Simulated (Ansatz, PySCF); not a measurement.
H3BrSeSi (SMILES [SiH3][Se]Br), singlet, geometry from GFN2-xTB, with bond 5-3 at 1.4 times its length. Base run: CASSCF(4,4)/STO-3G run with PySCF.

PySCF was given this input:
```python
from pyscf import gto, scf, mcscf
import numpy

mol = gto.Mole()
mol.atom = '''
    Se    0.35745715    0.60512081    0.70550420
    Br   -0.41199936   -1.43140313   -0.02164820
    Si    0.13877985    1.70160874   -1.30820287
    H     0.57268371    3.04241751   -0.94476184
    H    -1.82456353    1.58776402   -1.85774201
    H     1.01444104    1.03977109   -2.26912326
'''
mol.basis = 'sto-3g'
mol.verbose = 4
mol.build()

mf = scf.RHF(mol)
mf.kernel()
mc = mcscf.CASSCF(mf, 4, 4)
mc.fix_spin_(ss=0.0)
mc.kernel()
occ = numpy.linalg.eigvalsh(mc.fcisolver.make_rdm1(mc.ci, mc.ncas, mc.nelecas))[::-1]
ss = mc.fcisolver.spin_square(mc.ci, mc.ncas, mc.nelecas)[0]
print('natural occupations', occ.round(4), ' <S^2>', round(ss, 4))
```

Programs used: Ansatz (a first-principles code), PySCF; a row that names a program was run with it.

Variants of this job, named by their change:

```tsv
change	ΔE vs base (mEh)	natural occupations	<S^2> of the state
base	0.000	1.96 1.87 0.13 0.04	0.00
active space = 8 electrons, 9 orbitals	-32.295	1.98 1.97 1.95 1.87 0.13 0.05 0.02 0.02 0.00	0.00
start = MP2 natural orbitals	0.000	1.96 1.87 0.13 0.04	0.00
state_average = 2 states	16.631	-	-
code = ansatz	0.011	-	-
active space = 2 electrons, 2 orbitals	16.610	1.87 0.13	0.00
fix_spin_ = off	0.000	1.96 1.87 0.13 0.04	0.00
active space = 10 electrons, 9 orbitals	-33.491	2.00 1.98 1.97 1.96 1.87 0.13 0.05 0.03 0.02	0.00
solver = newton	0.000	1.96 1.87 0.13 0.04	0.00
active space = 10 electrons, 8 orbitals	-17.178	2.00 2.00 1.98 1.96 1.87 0.13 0.05 0.02	0.00
code = ansatz; correction = SC-NEVPT2, all electrons	-43.335	-	-
```

Active orbitals are taken around the Fermi level unless the row says otherwise; CASSCF can end in different local minima, and two programs can end on different orbitals. State-averaged rows give the lowest state.
